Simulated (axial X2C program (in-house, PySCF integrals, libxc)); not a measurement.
GaSn: properties at the nuclei

Calculated with an in-house all-electron X2C program for linear molecules (integrals from PySCF): two-component X2C with atomic mean-field Coulomb and Gaunt terms, Gaussian nuclei, basis Sn dyall-cv3z, Ga dyall-cv3z with contracted cores.

R = 2.668 Å (near the PBE0 minimum at charge 0 of the determinant lowest at the starting distance; the state shown can have its own minimum elsewhere).

Input and command:
```json
{"zs": [50, 31], "q": 0, "bas": ["dyall-cv3z", "dyall-cv3z"], "r0": 2.64, "levels": ["PBE0", "HF", "BHandHLYP", "PBE50", "PBE"], "nst": 3}
```
```bash
python soeom.py task.json out
```

Keys: zs atomic numbers; q charge; bas basis sets; r0 starting distance in Å; levels methods; nst determinants followed.

Determinant lowest in the PBE0 search, Ω = 3/2 (⟨Sz⟩ = 1.48, ⟨Lz⟩ = 0.02 at PBE0), spin on the atoms Sn 1.02, Ga 0.46:

| level | Eeff magnitude (GV/cm) | Ws magnitude Sn (kHz) | Ws magnitude Ga (kHz) | A∥/gI Sn (MHz) | qzz Sn (a.u.) | A∥/gI Ga (MHz) | qzz Ga (a.u.) | μ (D) |
| --- | --- | --- | --- | --- | --- | --- | --- | --- |
| PBE0 | 2.41 | 1.58 | 0.399 | -385 | -0.97 | 5.66 | -1.52 | 0.97 |
| HF | 1.74 | 1.65 | 0.605 | -650 | -0.54 | -114 | -1.96 | 1.73 |
| BHandHLYP | 2.42 | 1.67 | 0.449 | -346 | -0.93 | 24.9 | -1.69 | 1.20 |
| PBE50 | 2.67 | 1.77 | 0.454 | -448 | -0.82 | -21.9 | -1.69 | 1.23 |
| PBE | 2.01 | 1.34 | 0.352 | -314 | -1.10 | 35.4 | -1.35 | 0.70 |

Determinant 0.51 eV from it at PBE0 and this distance, Ω = 1/2 (⟨Sz⟩ = 0.44, ⟨Lz⟩ = 0.06 at PBE0), spin on the atoms Sn 0.24, Ga 0.20:

```tsv
level	Eeff magnitude (GV/cm)	Ws magnitude Sn (kHz)	Ws magnitude Ga (kHz)	A∥/gI Sn (MHz)	qzz Sn (a.u.)	A∥/gI Ga (MHz)	qzz Ga (a.u.)	μ (D)
PBE0	0.876	3.05	1.43	-18.3	-1.24	327	-1.61	0.79
HF	4.19	1.14	2.71	162	-3.14	82.4	-2.25	1.02
BHandHLYP	0.549	1.67	1.63	-21.8	-2.06	292	-1.95	0.95
PBE50	0.0649	2.49	1.7	-133	-1.56	246	-1.84	0.98
PBE	1.11	3.02	1.22	145	-1.15	413	-1.42	0.58
```

Eeff is the effective electric field on the electron electric dipole moment in this Ω state and Ws the scalar–pseudoscalar constant of the nucleus named (defined with the proton number Z and per Ω); A∥ (defined per Ω) follows by multiplying with gI = μI/(I μN); qzz is the electric field gradient, eQq0 = 234.96 MHz × Q/barn × qzz; μ is positive if the Ga end (last atom) is positive. The operators were transformed with the bare-nucleus X2C matrices; with these basis sets, hyperfine constants and field gradients can be off by tens of per cent, and where levels differ in sign neither size nor sign is settled.

With Q(69Ga) = 0.171 barn (Q from Pyykkö, Mol. Phys. 2018), turn the PBE0 values of the first state into constants in MHz.

eQq0(69Ga) = 234.96 × (0.171) × (-1.52) = -61.1 MHz.

Each state is one determinant with collinear spin, which with several unpaired electrons need not be a pure state. Unrestricted Hartree–Fock can overshoot spin polarisation at the nuclei. In the state Ω = 1/2 the sign of Eeff differs between levels (HF, BHandHLYP against PBE0). This is the top spin component of a Σ state; components of lower Ω are not single determinants and can lie lower. With several open shells hyperfine constants can be off by a factor of several. Where Eeff spreads by more than a factor of two the levels disagree and none is to be relied on. States lie within half an eV, so the first need not be the ground state. The sign of Ws at Sn differs between levels in the second state. Further determinants of the search, some of them spin-mixed, are not shown. Where a field gradient or hyperfine factor spreads by more than a factor of two over the levels, a constant derived from it is not to be relied on. PBE0 term energies can be off by some tenths of an eV.
